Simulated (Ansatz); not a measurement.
`[SiH3][SiH2][SiH2][SiH3]` + `[F][Al]1[CH]=[CH]1` → `[F][Al]1[CH]=[C]1[SiH3]` + trisilane at 400 K and 1 bar (formal exchange of groups at the Si–Si bond).

Program: Ansatz. Geometries: PBE0-D4/def2-TZVP. ΔE: electronic, gas phase. CCSD(T)/CBS adds triple-zeta CCSD(T) − MP2 to the extrapolated MP2 energy (def2 sets, frozen cores). Each species was taken in one conformer, which may not be the lowest.

```tsv
species	CCSD(T)/CBS energy (Eh)	H − E (kJ/mol)	S (J/(mol·K))
`[SiH3][SiH2][SiH2][SiH3]`	-1162.31008	265.5	461.1
`[F][Al]1[CH]=[CH]1`	-419.10904	107.1	301.4
`[F][Al]1[CH]=[C]1[SiH3]`	-709.39382	158.4	378.7
`[SiH3][SiH2][SiH3]`	-872.02658	209.1	385.6
```

H − E and S are ideal-gas, rigid-rotor, harmonic terms from PBE0-D4/def2-TZVP, for one conformer and one mirror image of each species. 1 Eh = 2625.50 kJ/mol, R = 8.31446 J/(mol·K).

Q: By hand: ΔE, ΔH, ΔS and ΔG.

A: ΔE = (-709.39382) + (-872.02658) − (-1162.31008) − (-419.10904) = -0.00128 Eh = -3.4 kJ/mol. Δ(H − E) = 158.4 + 209.1 − 265.5 − 107.1 = -5.1, so ΔH = -8.5 kJ/mol. ΔS = 378.7 + 385.6 − 461.1 − 301.4 = 1.8 J/(mol·K). ΔG = -8.5 − 400 × (1.8)/1000 = -9.2 kJ/mol.

Q: By hand: the equilibrium constant, and the temperature at which ΔG would vanish if ΔH and ΔS stayed fixed.

A: log₁₀ K = −ΔG/(RT ln 10) = 1.2. ΔH and −TΔS have one sign here, so there is no such temperature. One of them is within its doubt of zero, so this could turn.

The number of gas molecules stays the same, so ΔS is small and ΔH decides. A doubt of 5 kJ/mol in ΔE shifts log₁₀ K by 0.7 here. Other conformers and mirror images would add mixing entropy, several J/(mol·K) or more a flexible species. Modes under 60 cm⁻¹, often nearly free rotors, make the harmonic entropy too high. These are equilibria of isolated gas molecules and say nothing of rates. Largest T1 diagnostic: 0.014 (customary marks: 0.02 for closed shells, 0.045 for open ones).
